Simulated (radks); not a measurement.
Results of a calculation; reference values are marked as such.
Trend from K to Kr: ionisation energy by Delta-SCF between NIST ground configurations, and size. Code: a radial shooting solver on a logarithmic mesh with Libxc functionals. Model: scalar-relativistic Kohn-Sham, r2SCAN, spin-unpolarised, spherical densities, finite nucleus; meta-GGA in the generalised Kohn-Sham scheme; Fermi nuclear charge, rms radius of each element as measured or else 0.836 A^(1/3) + 0.57 fm.

species      configuration  configuration of the ion  IE (eV)  NIST (eV)  kind  -e(HOMO) (eV)
K                 [Ar] 4s1                      [Ar]    3.981      4.341  exp.     2.290 (4s)
Ca                [Ar] 4s2                  [Ar] 4s1    6.307      6.113  exp.     3.832 (4s)
Sc            [Ar] 3d1 4s2              [Ar] 3d1 4s1    6.951      6.561  exp.     3.002 (3d)
Ti            [Ar] 3d2 4s2              [Ar] 3d2 4s1    7.425      6.828  exp.     4.084 (3d)
V             [Ar] 3d3 4s2                  [Ar] 3d4    7.181      6.746  exp.     4.879 (4s)
Cr            [Ar] 3d5 4s1                  [Ar] 3d5    6.639      6.767  exp.     2.812 (3d)
Mn            [Ar] 3d5 4s2              [Ar] 3d5 4s1    8.517      7.434  exp.     5.312 (4s)
Fe            [Ar] 3d6 4s2              [Ar] 3d6 4s1    8.832      7.902  exp.     5.507 (4s)
Co            [Ar] 3d7 4s2                  [Ar] 3d8    6.197      7.881  exp.     5.693 (4s)
Ni            [Ar] 3d8 4s2                  [Ar] 3d9    5.976      7.640  exp.     5.873 (4s)
Cu           [Ar] 3d10 4s1                 [Ar] 3d10    7.810      7.726  exp.     4.523 (4s)
Zn           [Ar] 3d10 4s2             [Ar] 3d10 4s1    9.991      9.394  exp.     6.220 (4s)
Ga       [Ar] 3d10 4s2 4p1             [Ar] 3d10 4s2    5.559      5.999  exp.     2.535 (4p)
Ge       [Ar] 3d10 4s2 4p2         [Ar] 3d10 4s2 4p1    7.483      7.899  exp.     3.957 (4p)
As       [Ar] 3d10 4s2 4p3         [Ar] 3d10 4s2 4p2    9.291      9.789  exp.     5.345 (4p)
Se       [Ar] 3d10 4s2 4p4         [Ar] 3d10 4s2 4p3   11.082      9.752  exp.     6.747 (4p)
Br       [Ar] 3d10 4s2 4p5         [Ar] 3d10 4s2 4p4   12.882     11.814  exp.     8.179 (4p)
Kr                    [Kr]         [Ar] 3d10 4s2 4p5   14.706     14.000  exp.     9.651 (4p)

Reference values: NIST Atomic Spectra Database (measured). Spin polarisation and multiplet splitting are left out, so open shells lie too high by an amount that depends on their filling.

Beside tabulated values, note that spin-unpolarised runs miss the spin-polarisation part of the exchange energy of open shells.
